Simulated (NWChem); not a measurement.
# BeH$_{2}$; SMILES [BeH2]

Computed with NWChem. Pople sets run with spherical d functions. All runs use the structure optimised with PBE0/def2-SVP. Level TPSS/6-31G*: single points from the atomic guess with DIIS by default; each run changes one setting, and all converged runs end within 0.3 mHa of each other.

### Question
Which setting needs the most SCF iterations, or fails (occupation smearing of 0.005 Ha; DIIS on 20 Fock matrices; DIIS on 3 Fock matrices; level shift of 0.5 Ha throughout; defaults)?

### Answer
level shift of 0.5 Ha throughout, with 10 against 6 for the defaults.
```
setting                           SCF iterations
--------------------------------  --------------
defaults                                       6
level shift of 0.5 Ha throughout              10
occupation smearing of 0.005 Ha                6
DIIS on 3 Fock matrices                        6
DIIS on 20 Fock matrices                       6
```
